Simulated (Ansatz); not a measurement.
Species: C2H2F3, net charge 0, doublet state. It need not be the lowest isomer of its formula. 
Structure (B3LYP-D3(BJ)/def2-TZVP (Ansatz, an electronic-structure program) minimum search):
SMILES: FC[C](F)F
```xyz
7

F     -1.6277    -0.2207     0.9501
C     -0.9762    -0.1382    -0.2657
C      0.5042    -0.1709    -0.0511
F      1.0185     0.8674     0.6023
F      1.2060    -0.4204    -1.1591
H     -1.2744     0.8014    -0.7478
H     -1.2645    -0.9834    -0.8915
```
Charge 0, spin multiplicity 2.

Total electronic energies in hartree. Cores are frozen in the correlated levels unless marked. UHF or UKS for open shells. Spin-orbit coupling is left out. Non-relativistic unless marked X2C. Basis-set limits of correlation are two-point, X^-3; Hartree-Fock from the larger set (for Q and 5 zeta extrapolated as (X+1)exp(-9√X)).

| level | program | energy (Eh) |
|---|---|---|
| PBE-D3(BJ)/def2-TZVPD | Ansatz + dftd3 | -376.66211 |
| revPBE-D4/def2-TZVPD | Ansatz + dftd4 | -376.92789 |
| PBE0/6-31G* | Ansatz | (withheld) |
| PBE0-D4/def2-TZVP | Ansatz + dftd4 | -376.66124 |
| BHLYP-D3(BJ)/def2-TZVPD | Ansatz + dftd3 | (withheld) |
| MP2/CBS(cc-pVQZ,cc-pV5Z) | Ansatz | -376.5554 |
| RI-MP2/cc-pVTZ | Ansatz | -376.34656 |
| X2C-CCSD(T)/cc-pVTZ-DK | Ansatz | -376.68801 |
| CCSD(T)/CBS(cc-pVQZ,cc-pV5Z) | Ansatz | -376.5933 |

### Question
What belongs in the gaps?

### Answer

- PBE0/6-31G*, energy (Eh): -376.48349
- BHLYP-D3(BJ)/def2-TZVPD, energy (Eh): -376.88412
